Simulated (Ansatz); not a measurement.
The lowest doublet and quartet of CF (SMILES [C]F); geometries from B3LYP-D3(BJ)/def2-TZVP, each state relaxed from the structure named, with no frequency check.
Doublet (charge 0, multiplicity 2):
```xyz
2

C      0.00000     0.00000    -0.76528
F      0.00000     0.00000     0.51019
```

A positive gap puts the quartet lower; no zero-point energy. U- takes an unrestricted doublet. The quartet is unrestricted in single-reference levels. Active spaces average the two states.

Frozen-core correlation.

The values were computed with Ansatz (a quantum-chemistry and plane-wave program) with Gaussian orbitals. Values without a source in brackets are computed.

| level | gap E(doublet) − E(quartet), vertical, at the doublet's geometry (kcal/mol) |
|---|---|
| U-HF/cc-pVQZ | -51.90 |
| U-SVWN5/def2-TZVPP | -82.30 |
| U-MP2/cc-pVTZ | -76.88 |
| U-MP2/cc-pVQZ | -77.70 |
| U-SCS-MP2/cc-pVTZ | (withheld) |
| U-CCSD/cc-pVQZ | -80.51 |
| SA-CASSCF(3,4)/cc-pVTZ | -68.81 |
| SA-CASSCF(3,4)/cc-pVQZ | -68.48 |
| FIC-NEVPT4(SD) on SA-CASSCF(3,4)/cc-pVQZ | -81.89 |

Q: What belongs in the gaps?

A: 
- U-SCS-MP2/cc-pVTZ, gap E(doublet) − E(quartet), vertical, at the doublet's geometry (kcal/mol): -84.24
